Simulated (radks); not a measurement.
Results of a calculation; reference values are marked as such.
The tin ion Sn+ inside a hard spherical wall (all orbitals vanish at R), configuration held at [Kr] 4d10 5s2 5p1 and not refilled when levels cross. Code: a radial shooting solver on a logarithmic mesh with Libxc functionals. Model: scalar-relativistic Kohn-Sham, PBEsol, spin-polarised, spherical densities, finite nucleus; open shells are filled with parallel spins first (spin-orbit coupling, left out, can overturn this in heavy ions); Fermi nuclear charge, rms radius 4.6519 fm. Eigenvalues in eV for spin up, with the zero of energy where the potential of the charges vanishes at infinity; a dash marks a level that is unbound or too diffuse for the functional's potential to be trusted. A positive occupied level is held by the wall or, in an anion where self-interaction has pushed it up, behind a barrier. The pressure on the wall is -dE/dV.

R (bohr),E (hartree),kinetic (hartree),e(4p),e(4d),e(5s),e(5p),"e(6s, empty)","e(5d, empty)",pressure (GPa)
free,-6174.04640,6445.365,-97.566,-33.805,-18.226,-10.662,-,-,0
20,-6174.04640,6445.365,-97.566,-33.805,-18.226,-10.662,-,-,< 0.0001
12,-6174.04640,6445.365,-97.566,-33.805,-18.226,-10.662,-4.270,-3.210,< 0.0001
10,-6174.04637,6445.365,-97.563,-33.802,-18.224,-10.659,-4.045,-3.072,0.00119
4,-6173.77893,6446.792,-93.939,-30.345,-14.493,-4.939,25.657,10.741,61.5
2.5,-6170.33709,6460.826,-77.756,-14.459,15.963,34.059,144.85,67.493,2850
1.5,-6130.65853,6597.441,4.087,77.830,247.94,287.40,700.68,344.10,135000
